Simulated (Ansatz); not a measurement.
Geometry optimisation, RKS revPBE-D4/def2-SVP (Ansatz 0.2.0).

Input:

```yaml
crystal:
  periodic: [false, false, false]
  atoms:
    - { symbol: C, position_ang: [1.10813, -1.84894, 0.93231] }
    - { symbol: C, position_ang: [0.30081, -1.20643, 0.36437] }
    - { symbol: Ge, position_ang: [-0.26441, 0.67515, -0.25842] }
    - { symbol: H, position_ang: [-1.4128, -0.17883, -0.80768] }
    - { symbol: H, position_ang: [0.79505, 1.10838, -1.23404] }
    - { symbol: H, position_ang: [-0.52677, 1.45067, 1.00345] }
total_charge: 1
basis:
  gaussian: { orbitals: def2-SVP }
hamiltonian:
  xc: revpbe
  dispersion: d4
relax:
  f_tol: 0.02
  max_steps: 50
```

Command:

```bash
$ ansatz run input.yaml --threads 1 --pin off --max-ram 2048MiB --backend cpu --events-out ev --progress --plain --runs-dir out
```

**Question.** Where does it end, and by what steps?

**Answer.** It converged. Limits of this set-up: the dipole of an ion depends on the origin. After 26 steps the energy has fallen by 6.369 eV; H4 moved furthest, 2.87 Å. Parted: C2–Ge3, Ge3–H4. Joined: C1–Ge3, C2–H4.

```json
{"step": "0", "energy less start (eV)": "0.0000", "largest force component (eV/Å)": "7.835", "accepted": "yes"}
{"step": "1", "energy less start (eV)": "-0.7832", "largest force component (eV/Å)": "1.814", "accepted": "yes"}
{"step": "2", "energy less start (eV)": "-1.1687", "largest force component (eV/Å)": "1.013", "accepted": "yes"}
{"step": "3", "energy less start (eV)": "-1.7597", "largest force component (eV/Å)": "1.769", "accepted": "yes"}
{"step": "4", "energy less start (eV)": "-2.7327", "largest force component (eV/Å)": "2.151", "accepted": "yes"}
{"step": "5", "energy less start (eV)": "-3.3293", "largest force component (eV/Å)": "1.178", "accepted": "yes"}
{"step": "6", "energy less start (eV)": "-3.4992", "largest force component (eV/Å)": "2.822", "accepted": "yes"}
{"step": "7", "energy less start (eV)": "-3.7359", "largest force component (eV/Å)": "0.860", "accepted": "yes"}
{"step": "8", "energy less start (eV)": "-3.7987", "largest force component (eV/Å)": "0.231", "accepted": "yes"}
{"step": "9", "energy less start (eV)": "-3.8724", "largest force component (eV/Å)": "0.494", "accepted": "yes"}
{"step": "10", "energy less start (eV)": "-4.0091", "largest force component (eV/Å)": "0.697", "accepted": "yes"}
{"step": "11", "energy less start (eV)": "-4.1455", "largest force component (eV/Å)": "0.894", "accepted": "yes"}
{"step": "12", "energy less start (eV)": "-4.2999", "largest force component (eV/Å)": "0.759", "accepted": "yes"}
{"step": "13", "energy less start (eV)": "-4.4209", "largest force component (eV/Å)": "0.915", "accepted": "yes"}
{"step": "14", "energy less start (eV)": "-4.5041", "largest force component (eV/Å)": "2.097", "accepted": "yes"}
{"step": "15", "energy less start (eV)": "-4.7941", "largest force component (eV/Å)": "1.067", "accepted": "yes"}
{"step": "16", "energy less start (eV)": "-4.8599", "largest force component (eV/Å)": "3.405", "accepted": "yes"}
{"step": "17", "energy less start (eV)": "-5.2001", "largest force component (eV/Å)": "2.697", "accepted": "yes"}
{"step": "18", "energy less start (eV)": "-5.5415", "largest force component (eV/Å)": "0.669", "accepted": "yes"}
{"step": "19", "energy less start (eV)": "-5.7397", "largest force component (eV/Å)": "1.167", "accepted": "yes"}
{"step": "20", "energy less start (eV)": "-5.9245", "largest force component (eV/Å)": "0.761", "accepted": "yes"}
{"step": "21", "energy less start (eV)": "-6.0576", "largest force component (eV/Å)": "1.685", "accepted": "yes"}
{"step": "22", "energy less start (eV)": "-6.2202", "largest force component (eV/Å)": "0.885", "accepted": "yes"}
{"step": "23", "energy less start (eV)": "-6.3209", "largest force component (eV/Å)": "0.506", "accepted": "yes"}
{"step": "24", "energy less start (eV)": "-6.3678", "largest force component (eV/Å)": "0.052", "accepted": "yes"}
{"step": "25", "energy less start (eV)": "-6.3676", "largest force component (eV/Å)": "0.290", "accepted": "no"}
{"step": "26", "energy less start (eV)": "-6.3693", "largest force component (eV/Å)": "0.006", "accepted": "yes"}
```

```xyz
6
Properties=species:S:1:pos:R:3
C -0.069 -0.557 -0.090
C -0.220 -1.763 -0.316
Ge 0.155 1.238 0.225
H -0.353 -2.826 -0.516
H 0.043 2.204 -0.964
H 0.445 1.703 1.661
```

Whether the end is a true minimum wasn't checked by a vibrational analysis.

The run took 47 s on 1 CPU thread of a shared host.
